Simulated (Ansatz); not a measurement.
A nudged elastic band was laid between two geometries of CH6AlNO (10 atoms, charge 0, multiplicity 1).

Level of theory: RKS PBE-D4/cc-pVDZ in Ansatz 0.2.0.

| Quantity | Value |
| --- | --- |
| movable images | 5 |
| climbing image | yes |
| spring | 5.0 eV/Å² |
| optimiser | quadratic models (default) |
| start path | through a guess of the saddle point |
| force threshold | 0.03 eV/Å |
| iteration limit | 60 |
| end points | relaxed |

Initial state:

```xyz
10
Properties=species:S:1:pos:R:3
Al 1.257 -0.459 -0.418
H 2.707 -0.136 -1.005
N 0.064 0.855 -0.129
C -1.291 0.733 0.397
H 0.314 1.827 -0.337
O 0.682 -2.061 -0.006
H -2.062 1.105 -0.317
H -1.431 1.287 1.354
H -1.518 -0.333 0.599
H 1.279 -2.818 -0.140
```

Final state:

```xyz
10
Properties=species:S:1:pos:R:3
Al 0.698 -0.813 -0.065
H 2.157 0.301 -1.160
N -0.383 0.506 0.012
C -1.665 0.916 0.506
H 1.530 0.769 -1.010
O 1.963 -1.998 -0.289
H -1.858 1.966 0.178
H -1.747 0.926 1.619
H -2.524 0.316 0.122
H 1.830 -2.889 0.087
```

(1) Which bonds break or form, and what moves?

(2) What energy profile does the band end with?

(3) What is the geometry of the highest image?

Answers

(1) Bonds broken: Al1–H2, N3–H5. Bonds formed: H2–H5. CH6AlNO becomes CH4AlNO + H2.

(2) The run converged. The highest image is number 5 of 0 to 6, 2.83 eV above the first end and 0.00 eV above the last; the last end lies 2.83 eV above the first. Neighbouring images differ by up to 1.8 eV, so the band resolves the path poorly. The top lies less than 8 meV above the higher end, about what the thresholds resolve: that end is a shoulder or a very shallow well. A vibrational analysis at the climbing image gives no mode beyond 40i cm⁻¹: the surface is too flat there to confirm a saddle point. The orbitals stay closed-shell, which can raise the energy where a bond breaks towards radicals; this wasn't checked here.

| image | path coordinate (Å) | energy (eV) | Al1–H2 (Å) | N3–H5 (Å) | H2–H5 (Å) |
| --- | --- | --- | --- | --- | --- |
| 0 | 0.00 | 0.00 | 1.60 | 1.02 | 3.17 |
| 1 | 0.99 | 0.07 | 1.60 | 1.02 | 3.02 |
| 2 | 1.97 | 0.12 | 1.59 | 1.03 | 2.82 |
| 3 | 2.95 | 0.37 | 1.59 | 1.03 | 2.40 |
| 4 | 3.94 | 2.18 | 1.69 | 1.25 | 1.49 |
| 5 | 4.92 | 2.83 | 2.13 | 2.17 | 0.80 |
| 6 | 7.71 | 2.83 | 2.14 | 2.18 | 0.80 |

(3) 
```xyz
10
Properties=species:S:1:pos:R:3
Al 0.644 -0.827 -0.239
H 2.399 0.364 -0.452
N -0.328 0.524 0.138
C -1.667 0.921 0.464
H 1.780 0.835 -0.273
O 1.827 -2.053 -0.632
H -2.404 0.769 -0.360
H -1.676 2.017 0.684
H -2.090 0.427 1.371
H 1.516 -2.976 -0.701
```

The run took 4.7 min on 2 threads of Arm Neoverse V1, with other jobs on the host, peak memory 0.14 GiB.
